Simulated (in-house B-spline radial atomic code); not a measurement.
Radial electron density of Tl⁵⁺, [Xe] 4f14 5d8. Method: scalar-relativistic (X2C) PBE, spin-polarised, spherical fractional occupations, Fermi nucleus of rms radius 5.4759 fm. Calculated with a B-spline radial code for spherical atoms.

One-electron X2C: radii and densities carry no picture-change correction, so inner-shell <1/r> comes out high (for 1s by about 2 % at Z = 33, 5 % at 54, 10 % at 75, 30 % at 118) and <r> low.

Columns: r (bohr), 4πr²n(r) (electrons per bohr), bar.

```
0.000247    3.135 #
0.000304    4.159 #
0.000375    5.511 ##
0.000461    7.237 ##
0.000568    9.495 ###
  0.0007     12.4 ####
0.000862    16.11 #####
 0.00106    20.76 ######
 0.00131    26.73 ########
 0.00161    33.89 ##########
 0.00198    42.56 ############
 0.00244    52.86 ###############
 0.00301    64.64 ###################
 0.00371     77.4 #######################
 0.00456    90.24 ##########################
 0.00562    102.3 ##############################
 0.00692    111.8 #################################
 0.00853    117.2 ##################################
  0.0105    117.4 ##################################
  0.0129    112.5 #################################
  0.0159    104.9 ###############################
  0.0196    99.49 #############################
  0.0242      102 ##############################
  0.0298    115.3 ##################################
  0.0367    135.4 #######################################
  0.0452      151 ############################################
  0.0556    150.4 ############################################
  0.0685    134.1 #######################################
  0.0844    119.4 ###################################
   0.104    124.2 ####################################
   0.128    140.2 #########################################
   0.158    137.1 ########################################
   0.194    106.8 ###############################
   0.239    81.05 ########################
   0.295    85.28 #########################
   0.363    94.81 ############################
   0.447    79.49 #######################
    0.55    50.07 ###############
   0.678    30.92 #########
   0.835    24.57 #######
    1.03    19.87 ######
    1.27    12.82 ####
    1.56    6.337 ##
    1.92    2.324 #
    2.37    0.595 
    2.91   0.1028 
    3.59 0.009474 
    4.42 0.0004319
```

On this grid the curve has 4 maxima, near 0.0105, 0.0452, 0.128, 0.363 bohr.

The 5d down radial function P(r) = rR(r), positive near the nucleus:

```json
{"r (bohr)": "0.00562", "P": "0.00118"}
{"r (bohr)": "0.00853", "P": "0.003478"}
{"r (bohr)": "0.0129", "P": "0.009902"}
{"r (bohr)": "0.0196", "P": "0.0272"}
{"r (bohr)": "0.0298", "P": "0.0691"}
{"r (bohr)": "0.0452", "P": "0.1536"}
{"r (bohr)": "0.0685", "P": "0.2773"}
{"r (bohr)": "0.104", "P": "0.3488"}
{"r (bohr)": "0.158", "P": "0.1659"}
{"r (bohr)": "0.239", "P": "-0.2913"}
{"r (bohr)": "0.363", "P": "-0.4963"}
{"r (bohr)": "0.55", "P": "0.05962"}
{"r (bohr)": "0.835", "P": "0.8392"}
{"r (bohr)": "1.27", "P": "0.9554"}
{"r (bohr)": "1.92", "P": "0.4996"}
{"r (bohr)": "2.91", "P": "0.1144"}
{"r (bohr)": "4.42", "P": "0.007694"}
```
